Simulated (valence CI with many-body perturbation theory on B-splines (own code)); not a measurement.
# Lu⁵⁸⁺: electric-dipole lines

Method: configuration interaction combined with many-body perturbation theory (CI+MBPT): three valence electrons over a frozen Dirac-Fock core [Ne], a basis of 11 s, 11 p, 10 d, 8 f, 5 g, 2 h functions for each j, with the one-electron correlation potential Σ1 (screened to all orders), the two-electron term Σ2, the three-electron term Σ3, Breit, model QED; selected single and double excitations, second order for the rest, scaled by the run's own slope (own B-spline code, finite nucleus).

The last digits are not significant, and no measured levels were compared; by estimate large intervals hold to a few tenths of a per cent, small ones and those within an open d or f shell to about a per cent.

Lines 51 to 100 of 589 in falling wavelength, among levels below 217.76 Ry, chosen from the strongest by gf and those to the six lowest levels. Wavelengths and rates use the calculated energies. Electric multipoles are in the length gauge, E1 and E2 with the static RPA response of the core. Weak lines are less certain than strong ones. Lines between different terms over intervals too small for the method are left out, as are lines whose strength nearly cancels. The highest levels of a list are the least certain.

Levels are named by their leading jj configuration (3d3/2^4 stands for four electrons in 3d with j = 3/2), which in mixed levels can hold well under half, so a name can repeat and another be missing. Letters in brackets count levels of one name in rising energy.

```
λ vac (Å)                          Upper                          Lower   A (s⁻¹)  S (a.u.) with core polarisation  S without
    68.16  (3p1/2 3p3/2 3d3/2) J=5/2 [b]         (3s 3p3/2 3d3/2) J=7/2  5.56e+10                         5.22e-02   5.30e-02
    67.78  (3p1/2 3p3/2 3d3/2) J=5/2 [a]          (3p1/2 3p3/2^2) J=5/2  2.37e+10                         2.19e-02   2.22e-02
    67.19      (3p1/2 3p3/2 3d5/2) J=9/2         (3s 3p3/2 3d5/2) J=9/2  3.54e+10                         5.30e-02   5.38e-02
    65.98     (3s 3p1/2 3d3/2) J=3/2 [a]         (3s 3p1/2 3p3/2) J=5/2  2.83e+10                         1.60e-02   1.63e-02
    65.90          (3p1/2^2 3d3/2) J=3/2     (3s 3p1/2 3d3/2) J=3/2 [a]  3.99e+10                         2.26e-02   2.29e-02
    64.69          (3p1/2^2 3p3/2) J=3/2     (3s 3p1/2 3p3/2) J=3/2 [a]  1.94e+10                         1.04e-02   1.05e-02
    64.20             (3s^2 4p3/2) J=3/2                (3s^2 4s) J=1/2  3.27e+11                         1.71e-01   1.71e-01
    63.52          (3d3/2^2 3d5/2) J=9/2  (3p3/2 3d3/2 3d5/2) J=7/2 [c]  1.48e+10                         1.87e-02   1.90e-02
    62.02         (3s 3p1/2 3d3/2) J=5/2         (3s 3p1/2 3p3/2) J=5/2  1.02e+10                         7.19e-03   7.29e-03
    60.62         (3s 3p1/2 3d3/2) J=1/2     (3s 3p1/2 3p3/2) J=3/2 [b]  2.66e+08                         5.86e-05   6.00e-05
    60.48     (3s 3p1/2 3d3/2) J=3/2 [a]     (3s 3p1/2 3p3/2) J=3/2 [a]  1.76e+08                         7.68e-05   7.86e-05
    59.22      (3p1/2 3d3/2 3d5/2) J=9/2      (3p1/2 3p3/2 3d5/2) J=9/2  3.28e+10                         3.36e-02   3.41e-02
    58.99     (3s 3p1/2 3d3/2) J=3/2 [b]     (3s 3p1/2 3p3/2) J=3/2 [b]  4.79e+09                         1.94e-03   1.97e-03
    57.13         (3s 3p1/2 3d3/2) J=5/2     (3s 3p1/2 3p3/2) J=3/2 [a]  1.60e+08                         8.85e-05   8.94e-05
    56.99         (3d3/2 3d5/2^2) J=11/2          (3p3/2 3d5/2^2) J=9/2  2.15e+10                         2.36e-02   2.39e-02
    55.98             (3s^2 3d3/2) J=3/2             (3s^2 3p3/2) J=3/2  2.78e+08                         9.62e-05   9.65e-05
    53.89          (3d3/2^2 3d5/2) J=9/2  (3p3/2 3d3/2 3d5/2) J=9/2 [a]  2.19e+10                         1.69e-02   1.72e-02
    53.77     (3s 3p1/2 3d3/2) J=3/2 [b]         (3s 3p1/2 3p3/2) J=5/2  1.43e+09                         4.39e-04   4.47e-04
    53.57      (3p3/2 3d5/2^2) J=5/2 [a]          (3p3/2^2 3d5/2) J=3/2  4.83e+10                         2.20e-02   2.23e-02
    53.40         (3d3/2 3d5/2^2) J=11/2         (3p3/2 3d5/2^2) J=11/2  3.86e+10                         3.48e-02   3.53e-02
    53.36      (3d3/2 3d5/2^2) J=7/2 [b]      (3p3/2 3d5/2^2) J=7/2 [a]  2.67e+10                         1.60e-02   1.63e-02
    51.23         (3s 3p1/2 3d3/2) J=1/2     (3s 3p1/2 3p3/2) J=3/2 [a]  5.29e+09                         7.03e-04   7.13e-04
    50.73      (3p3/2 3d5/2^2) J=7/2 [a]      (3p3/2^2 3d5/2) J=5/2 [a]  3.12e+10                         1.61e-02   1.63e-02
    50.55                (3d5/2^3) J=3/2      (3p3/2 3d5/2^2) J=3/2 [b]  1.46e+11                         3.71e-02   3.76e-02
    50.33                (3d5/2^3) J=9/2      (3p3/2 3d5/2^2) J=7/2 [b]  2.77e+11                         1.74e-01   1.77e-01
    50.09     (3s 3p1/2 3d5/2) J=5/2 [a]     (3s 3p1/2 3p3/2) J=3/2 [b]  1.93e+09                         7.17e-04   7.27e-04
    50.06     (3s 3p1/2 3d3/2) J=3/2 [b]     (3s 3p1/2 3p3/2) J=3/2 [a]  4.12e+09                         1.02e-03   1.03e-03
    50.03             (3s 3d5/2^2) J=5/2     (3s 3p3/2 3d5/2) J=3/2 [b]  5.28e+10                         1.96e-02   1.98e-02
    49.66      (3d3/2 3d5/2^2) J=7/2 [a]  (3p3/2 3d3/2 3d5/2) J=5/2 [c]  8.33e+10                         4.03e-02   4.08e-02
    49.00             (3s 3d5/2^2) J=7/2     (3s 3p3/2 3d5/2) J=5/2 [b]  2.68e+11                         1.24e-01   1.26e-01
    48.94      (3d3/2 3d5/2^2) J=5/2 [a]  (3p3/2 3d3/2 3d5/2) J=3/2 [c]  8.96e+10                         3.11e-02   3.15e-02
    48.88             (3s 3d5/2^2) J=9/2     (3s 3p3/2 3d5/2) J=7/2 [b]  7.89e+10                         4.55e-02   4.61e-02
    48.36                (3d5/2^3) J=5/2      (3p3/2 3d5/2^2) J=3/2 [b]  2.28e+11                         7.62e-02   7.72e-02
    48.24          (3d3/2 3d5/2^2) J=9/2  (3p3/2 3d3/2 3d5/2) J=7/2 [c]  2.21e+11                         1.22e-01   1.24e-01
    47.99      (3d3/2 3d5/2^2) J=7/2 [b]  (3p3/2 3d3/2 3d5/2) J=5/2 [d]  1.36e+11                         5.93e-02   6.01e-02
    47.92     (3s 3d3/2 3d5/2) J=3/2 [b]     (3s 3p3/2 3d3/2) J=1/2 [b]  6.01e+10                         1.31e-02   1.32e-02
    47.86         (3d3/2 3d5/2^2) J=11/2  (3p3/2 3d3/2 3d5/2) J=9/2 [b]  3.02e+11                         1.96e-01   1.99e-01
    47.82          (3p1/2 3d5/2^2) J=5/2  (3p1/2 3p3/2 3d5/2) J=3/2 [b]  6.40e+10                         2.07e-02   2.10e-02
    47.80     (3s 3d3/2 3d5/2) J=5/2 [b]     (3s 3p3/2 3d3/2) J=5/2 [b]  4.83e+10                         1.56e-02   1.58e-02
    47.76     (3s 3d3/2 3d5/2) J=7/2 [b]     (3s 3p3/2 3d3/2) J=5/2 [b]  1.67e+11                         7.18e-02   7.28e-02
    47.69          (3p1/2 3d5/2^2) J=7/2  (3p1/2 3p3/2 3d5/2) J=5/2 [b]  2.73e+11                         1.17e-01   1.19e-01
    47.64          (3p1/2 3d5/2^2) J=3/2      (3p1/2 3p3/2 3d5/2) J=1/2  8.14e+10                         1.74e-02   1.76e-02
    47.55                (3d5/2^3) J=3/2      (3p3/2 3d5/2^2) J=5/2 [b]  7.67e+10                         1.63e-02   1.65e-02
    47.47  (3p3/2 3d3/2 3d5/2) J=7/2 [b]          (3p3/2^2 3d3/2) J=7/2  8.77e+10                         3.71e-02   3.76e-02
    47.44                (3d5/2^3) J=3/2      (3p3/2 3d5/2^2) J=3/2 [a]  8.67e+10                         1.83e-02   1.85e-02
    47.40             (3s 3d5/2^2) J=3/2     (3s 3p3/2 3d5/2) J=3/2 [b]  1.04e+11                         2.19e-02   2.22e-02
    47.32      (3d3/2 3d5/2^2) J=5/2 [b]  (3p3/2 3d3/2 3d5/2) J=3/2 [c]  1.01e+11                         3.18e-02   3.22e-02
    47.29         (3p3/2 3d5/2^2) J=11/2          (3p3/2^2 3d5/2) J=9/2  1.51e+11                         9.46e-02   9.59e-02
    47.18      (3p3/2 3d5/2^2) J=7/2 [b]      (3p3/2^2 3d5/2) J=5/2 [b]  4.80e+11                         1.99e-01   2.02e-01
    47.10      (3d3/2 3d5/2^2) J=5/2 [a]  (3p3/2 3d3/2 3d5/2) J=3/2 [b]  1.74e+11                         5.38e-02   5.45e-02
```
